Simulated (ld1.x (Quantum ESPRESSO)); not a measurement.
**Building the TM potential for zirconium (PBE, fully relativistic).**

ld1.x (Quantum ESPRESSO) 7.5 was run on this input:

```
&input
   title='Zr', zed=40., rel=2, dft='PBE', iswitch=3,
   config='[Kr] 4d2 5s2 5p0', rel_dist='average',
   nld=5, rlderiv=3.10, eminld=-2.0, emaxld=5.0, deld=0.02
 /
 &inputp
   pseudotype=2, tm=.true., lloc=0,
   nlcc=.false.,
   file_pseudopw='Zr.UPF', file_wfcaegen='ae.wfc', file_wfcncgen='nc.wfc', file_beta='beta', file_chi='chi'
 /
3
5P  2  1   0.00   0.00  2.85  2.85  0.0
4D  3  2   2.00   0.00  2.70  2.70  0.0
5S  1  0   2.00   0.00  2.85  2.85  0.0
 &test
   configts(1)='4d2 5s2 5p0'
 /
```

Command:

```bash
ld1.x < Zr.in > Zr.out
```

The program printed (shortened: banner, matrices, multipoles, cross overlaps and the repeated all-electron block are left out):

```
Program LD1 v.7.5
     --------------------------- All-electron run ----------------------------

     Zr
     dirac relativistic calculation

     atomic number is 40.00
     dft =PBE   lsd =0 sic =0 latt =0  beta=0.20 tr2=1.0E-14
     Exchange-correlation= PBE
                           (   1   4   3   4   0   0   0)
     mesh =1225 r(mesh) = 100.59681 a.u. xmin = -7.00 dx = 0.01250
     1 Ry =  13.60569312 eV, c = 137.03599908

     n l j   nl                  e(Ry)          e(Ha)          e(eV)
     Spin orbit split results
     1 0 0.5 1S 1( 2.00)     -1309.5445      -654.7722    -17817.2603
     2 0 0.5 2S 1( 2.00)      -181.4168       -90.7084     -2468.3015
     2 1 0.5 2P 1( 2.00)      -166.0642       -83.0321     -2259.4189
     2 1 1.5 2P 1( 4.00)      -159.7538       -79.8769     -2173.5610
     3 0 0.5 3S 1( 2.00)       -29.7335       -14.8667      -404.5446
     3 1 0.5 3P 1( 2.00)       -24.0189       -12.0094      -326.7931
     3 1 1.5 3P 1( 4.00)       -23.0143       -11.5071      -313.1251
     4 0 0.5 4S 1( 2.00)        -4.0042        -2.0021       -54.4800
     4 1 0.5 4P 1( 2.00)        -2.4738        -1.2369       -33.6581
     4 1 1.5 4P 1( 4.00)        -2.3435        -1.1717       -31.8846
     3 2 1.5 3D 1( 4.00)       -12.9424        -6.4712      -176.0901
     3 2 2.5 3D 1( 6.00)       -12.7589        -6.3794      -173.5934
     4 2 1.5 4D 1( 0.80)        -0.2703        -0.1351        -3.6770
     4 2 2.5 4D 1( 1.20)        -0.2608        -0.1304        -3.5481
     5 0 0.5 5S 1( 2.00)        -0.3262        -0.1631        -4.4387
     5 1 0.5 5P 1( 0.00)        -0.1129        -0.0565        -1.5361
     5 1 1.5 5P 1( 0.00)        -0.1057        -0.0529        -1.4385
     Averaged results
     1 0     1S 1( 2.00)     -1309.5445      -654.7722    -17817.2603
     2 0     2S 1( 2.00)      -181.4168       -90.7084     -2468.3015
     2 1     2P 1( 6.00)      -161.8573       -80.9286     -2202.1803
     3 0     3S 1( 2.00)       -29.7335       -14.8667      -404.5446
     3 1     3P 1( 6.00)       -23.3491       -11.6746      -317.6811
     4 0     4S 1( 2.00)        -4.0042        -2.0021       -54.4800
     4 1     4P 1( 6.00)        -2.3869        -1.1935       -32.4757
     3 2     3D 1(10.00)       -12.8323        -6.4161      -174.5920
     4 2     4D 1( 2.00)        -0.2646        -0.1323        -3.5997
     5 0     5S 1( 2.00)        -0.3262        -0.1631        -4.4387
     5 1     5P 1( 0.00)        -0.1081        -0.0541        -1.4711

     final scf error:  5.7E-15 reached in  24 iterations

     Etot =   -7197.917214 Ry,   -3598.958607 Ha,  -97932.652734 eV

     Ekin =    7438.555488 Ry,    3719.277744 Ha,  101206.703250 eV
     Encl =  -17370.853172 Ry,   -8685.426586 Ha, -236342.497545 eV
     Eh   =    2962.544383 Ry,    1481.272191 Ha,   40307.469732 eV
     Exc  =    -228.163912 Ry,    -114.081956 Ha,   -3104.328171 eV

     normalization and overlap integrals

     s(1S/1S) =  1.000000  <r> =   0.0371  <r2> =    0.0019  r(max) =   0.0241
     s(2S/2S) =  1.000000  <r> =   0.1623  <r2> =    0.0311  r(max) =   0.1368
     s(2P/2P) =  1.000000  <r> =   0.1387  <r2> =    0.0236  r(max) =   0.1066
     s(2P/2P) =  1.000000  <r> =   0.1430  <r2> =    0.0250  r(max) =   0.1107
     s(3S/3S) =  1.000000  <r> =   0.4583  <r2> =    0.2409  r(max) =   0.4060
     s(3P/3P) =  1.000000  <r> =   0.4549  <r2> =    0.2415  r(max) =   0.3960
     s(3P/3P) =  1.000000  <r> =   0.4654  <r2> =    0.2525  r(max) =   0.4060
     s(4S/4S) =  1.000000  <r> =   1.2130  <r2> =    1.6693  r(max) =   1.0764
     s(4P/4P) =  1.000000  <r> =   1.3479  <r2> =    2.0865  r(max) =   1.1602
     s(4P/4P) =  1.000000  <r> =   1.3791  <r2> =    2.1847  r(max) =   1.1896
     s(3D/3D) =  1.000000  <r> =   0.4505  <r2> =    0.2456  r(max) =   0.3451
     s(3D/3D) =  1.000000  <r> =   0.4540  <r2> =    0.2493  r(max) =   0.3495
     s(4D/4D) =  1.000000  <r> =   2.2806  <r2> =    6.5257  r(max) =   1.5859
     s(4D/4D) =  1.000000  <r> =   2.3098  <r2> =    6.7016  r(max) =   1.6058
     s(5S/5S) =  1.000000  <r> =   3.7285  <r2> =   15.8869  r(max) =   3.1538
     s(5P/5P) =  1.000000  <r> =   5.0761  <r2> =   30.0065  r(max) =   4.0496
     s(5P/5P) =  1.000000  <r> =   5.2073  <r2> =   31.5798  r(max) =   4.1521

     ------------------------ End of All-electron run ------------------------

     --------------------- Generating NC pseudopotential ---------------------

      Generating local pot.: lloc=0, matching radius rcloc =   2.8500

     Fully relativistic calculation: |psi|^2

     Wfc 5P LC norm =  0.99998556 SC norm =  0.00001411 missing  0.00000032

     Wfc 5P LC norm =  0.99998626 SC norm =  0.00001105 missing  0.00000270

     Wfc 4D LC norm =  0.99992193 SC norm =  0.00007805 missing  0.00000002

     Wfc 4D LC norm =  0.99992359 SC norm =  0.00007396 missing  0.00000246

      Wfc   5P  rcut= 2.818  Using Troullier-Martins method

      Wfc   5P  rcut= 2.818  Using Troullier-Martins method

      Wfc   4D  rcut= 2.681  Using Troullier-Martins method

      Wfc   4D  rcut= 2.681  Using Troullier-Martins method

     ------------------- End of pseudopotential generation -------------------

     Computing logarithmic derivative in   3.09532
     Computing logarithmic derivative in   3.09532
     Computing the partial wave expansion
       no projector for channel:   0
     R is outside the sphere for l=    1 j= 0.50
     R is outside the sphere for l=    1 j= 1.50
     R is outside the sphere for l=    2 j= 1.50
     R is outside the sphere for l=    2 j= 2.50

     ---------------------- Testing the pseudopotential ----------------------

     Zr
     dirac relativistic calculation

     atomic number is 40.00   valence charge is  4.00
     dft =PBE   lsd =0 sic =0 latt =0  beta=0.20 tr2=1.0E-14
     mesh =1225 r(mesh) = 100.59681 xmin = -7.00 dx = 0.01250

     n l  j  nl             e AE (Ry)       e PS (Ry)    De AE-PS (Ry)
     3 2 1.5 4D   1( 0.80)       -0.27026       -0.27026       -0.00000
     3 2 2.5 4D   1( 1.20)       -0.26078       -0.26078        0.00000
     1 0 0.5 5S   1( 2.00)       -0.32624       -0.32624        0.00000
     2 1 0.5 5P   1( 0.00)       -0.11290       -0.11290       -0.00000
     2 1 1.5 5P   1( 0.00)       -0.10573       -0.10573       -0.00000

     eps = 9.8E-15  iter = 30

     Etot =   -7197.917214 Ry,   -3598.958607 Ha,  -97932.652734 eV
     Etotps =    -5.515065 Ry,      -2.757532 Ha,     -75.036281 eV

     Ekin =       5.598664 Ry,       2.799332 Ha,      76.173704 eV
     Encl =      -8.687374 Ry,      -4.343687 Ha,    -118.197743 eV
     Ehrt =       4.808973 Ry,       2.404487 Ha,      65.429412 eV
     Ecxc =      -1.623935 Ry,      -0.811968 Ha,     -22.094766 eV
     Epseu=      -5.611393 Ry,      -2.805696 Ha,     -76.346888 eV

     ---------------------- End of pseudopotential test ----------------------
```

Note: ghost state, extra bound levels that the all-electron valence spectrum of the same l lacks: p3/2 at -939.8 eV. A true bound ghost makes a file unfit for plane-wave use.

Generation and configuration tests took about 4 s on one core of a shared server CPU.

Transferability test of the new file with ld1.x, input:

```
&input
   title='Zr', zed=40., rel=2, dft='PBE', iswitch=2,
   config='[Kr] 4d2 5s2 5p0', rel_dist='average'
 /
 &test
   file_pseudo='Zr.UPF', nconf=8,
   configts(1)='4d2 5s2 5p0',
   configts(2)='4d2 5s1 5p0',
   configts(3)='4d2 5s0 5p0',
   configts(4)='4d1 5s0 5p0',
   configts(5)='4d3 5s1 5p0',
   configts(6)='4d2 5s1.5 5p0',
   configts(7)='4d2 5s0 5p1',
   configts(8)='4d2 5s0 5p2'
 /
```

```bash
ld1.x < Zr.test.in > Zr.test.out
```

Pseudopotential blocks of its output, shortened (energy terms left out):

```
     ---------------------- Testing the pseudopotential ----------------------

     n l  j  nl             e AE (Ry)       e PS (Ry)    De AE-PS (Ry)
     3 2 1.5 4D   1( 0.80)       -0.27026       -0.27026       -0.00000
     3 2 2.5 4D   1( 1.20)       -0.26078       -0.26078        0.00000
     1 0 0.5 5S   1( 2.00)       -0.32624       -0.32624        0.00000
     2 1 0.5 5P   1( 0.00)       -0.11290       -0.11290       -0.00000
     2 1 1.5 5P   1( 0.00)       -0.10573       -0.10573       -0.00000

     eps = 9.9E-15  iter = 30

     Etot =   -7197.917214 Ry,   -3598.958607 Ha,  -97932.652734 eV
     Etotps =    -5.515065 Ry,      -2.757532 Ha,     -75.036281 eV

     ---------------------- End of pseudopotential test ----------------------

          ---------------------- Testing the pseudopotential ----------------------

     n l  j  nl             e AE (Ry)       e PS (Ry)    De AE-PS (Ry)
     3 2 1.5 4D   1( 0.80)       -0.73989       -0.74076        0.00088
     3 2 2.5 4D   1( 1.20)       -0.72951       -0.73030        0.00079
     1 0 0.5 5S   1( 1.00)       -0.73080       -0.72874       -0.00206
     2 1 0.5 5P   1( 0.00)       -0.46813       -0.46718       -0.00095
     2 1 1.5 5P   1( 0.00)       -0.45647       -0.45566       -0.00080

     eps = 7.7E-15  iter = 22

     Etot =   -7197.392637 Ry,   -3598.696318 Ha,  -97925.515499 eV
     Etotps =    -4.991012 Ry,      -2.495506 Ha,     -67.906175 eV
     dEtot_ae =       0.524577 Ry
     dEtot_ps =       0.524053 Ry,   Delta E=       0.000524 Ry

     ---------------------- End of pseudopotential test ----------------------

          ---------------------- Testing the pseudopotential ----------------------

     n l  j  nl             e AE (Ry)       e PS (Ry)    De AE-PS (Ry)
     3 2 1.5 4D   1( 0.80)       -1.27825       -1.27316       -0.00510  !
     3 2 2.5 4D   1( 1.20)       -1.26684       -1.26139       -0.00545  !
     1 0 0.5 5S   1( 0.00)       -1.17863       -1.15516       -0.02347  !
     2 1 0.5 5P   1( 0.00)       -0.86860       -0.85127       -0.01732  !
     2 1 1.5 5P   1( 0.00)       -0.85227       -0.83607       -0.01620  !

     eps = 5.9E-15  iter =  9

     Etot =   -7196.441559 Ry,   -3598.220779 Ha,  -97912.575424 eV
     Etotps =    -4.049967 Ry,      -2.024983 Ha,     -55.102604 eV
     dEtot_ae =       1.475655 Ry
     dEtot_ps =       1.465098 Ry,   Delta E=       0.010557 Ry

     ---------------------- End of pseudopotential test ----------------------

          ---------------------- Testing the pseudopotential ----------------------

     n l  j  nl             e AE (Ry)       e PS (Ry)    De AE-PS (Ry)
     3 2 1.5 4D   1( 0.40)       -2.08080       -2.04910       -0.03170  !
     3 2 2.5 4D   1( 0.60)       -2.06705       -2.03495       -0.03209  !
     1 0 0.5 5S   1( 0.00)       -1.78532       -1.73985       -0.04547  !
     2 1 0.5 5P   1( 0.00)       -1.40981       -1.37776       -0.03205  !
     2 1 1.5 5P   1( 0.00)       -1.38662       -1.35879       -0.02783  !

     eps = 7.1E-15  iter =  8

     Etot =   -7194.778759 Ry,   -3597.389379 Ha,  -97889.951881 eV
     Etotps =    -2.400579 Ry,      -1.200289 Ha,     -32.661538 eV
     dEtot_ae =       3.138455 Ry
     dEtot_ps =       3.114486 Ry,   Delta E=       0.023969 Ry

     ---------------------- End of pseudopotential test ----------------------

          ---------------------- Testing the pseudopotential ----------------------

     n l  j  nl             e AE (Ry)       e PS (Ry)    De AE-PS (Ry)
     3 2 1.5 4D   1( 1.20)       -0.17651       -0.17452       -0.00200
     3 2 2.5 4D   1( 1.80)       -0.16833       -0.16631       -0.00202
     1 0 0.5 5S   1( 1.00)       -0.28238       -0.28137       -0.00101
     2 1 0.5 5P   1( 0.00)       -0.09028       -0.09067        0.00040
     2 1 1.5 5P   1( 0.00)       -0.08457       -0.08501        0.00044

     eps = 7.1E-15  iter = 21

     Etot =   -7197.829356 Ry,   -3598.914678 Ha,  -97931.457375 eV
     Etotps =    -5.427077 Ry,      -2.713539 Ha,     -73.839149 eV
     dEtot_ae =       0.087857 Ry
     dEtot_ps =       0.087988 Ry,   Delta E=      -0.000130 Ry

     ---------------------- End of pseudopotential test ----------------------

          ---------------------- Testing the pseudopotential ----------------------

     n l  j  nl             e AE (Ry)       e PS (Ry)    De AE-PS (Ry)
     3 2 1.5 4D   1( 0.80)       -0.49556       -0.49607        0.00051
     3 2 2.5 4D   1( 1.20)       -0.48566       -0.48614        0.00048
     1 0 0.5 5S   1( 1.50)       -0.52262       -0.52233       -0.00029
     2 1 0.5 5P   1( 0.00)       -0.28376       -0.28377        0.00001
     2 1 1.5 5P   1( 0.00)       -0.27428       -0.27432        0.00004

     eps = 7.1E-15  iter = 31

     Etot =   -7197.705553 Ry,   -3598.852776 Ha,  -97929.772938 eV
     Etotps =    -5.303449 Ry,      -2.651724 Ha,     -72.157099 eV
     dEtot_ae =       0.211661 Ry
     dEtot_ps =       0.211616 Ry,   Delta E=       0.000045 Ry

     ---------------------- End of pseudopotential test ----------------------

          ---------------------- Testing the pseudopotential ----------------------

     n l  j  nl             e AE (Ry)       e PS (Ry)    De AE-PS (Ry)
     3 2 1.5 4D   1( 0.80)       -0.81115       -0.81097       -0.00018
     3 2 2.5 4D   1( 1.20)       -0.80041       -0.80002       -0.00039
     1 0 0.5 5S   1( 0.00)       -0.77861       -0.77234       -0.00628  !
     2 1 0.5 5P   1( 0.33)       -0.51149       -0.50946       -0.00203
     2 1 1.5 5P   1( 0.67)       -0.49948       -0.49792       -0.00156

     eps = 5.9E-15  iter = 10

     Etot =   -7197.119788 Ry,   -3598.559894 Ha,  -97921.803201 eV
     Etotps =    -4.720887 Ry,      -2.360443 Ha,     -64.230935 eV
     dEtot_ae =       0.797426 Ry
     dEtot_ps =       0.794178 Ry,   Delta E=       0.003248 Ry

     ---------------------- End of pseudopotential test ----------------------

          ---------------------- Testing the pseudopotential ----------------------

     n l  j  nl             e AE (Ry)       e PS (Ry)    De AE-PS (Ry)
     3 2 1.5 4D   1( 0.80)       -0.41806       -0.41870        0.00064
     3 2 2.5 4D   1( 1.20)       -0.40774       -0.40819        0.00045
     1 0 0.5 5S   1( 0.00)       -0.42363       -0.42007       -0.00357
     2 1 0.5 5P   1( 0.67)       -0.19216       -0.19165       -0.00051
     2 1 1.5 5P   1( 1.33)       -0.18351       -0.18325       -0.00027

     eps = 2.8E-15  iter = 13

     Etot =   -7197.460845 Ry,   -3598.730423 Ha,  -97926.443528 eV
     Etotps =    -5.061168 Ry,      -2.530584 Ha,     -68.860704 eV
     dEtot_ae =       0.456368 Ry
     dEtot_ps =       0.453897 Ry,   Delta E=       0.002472 Ry

     ---------------------- End of pseudopotential test ----------------------
```
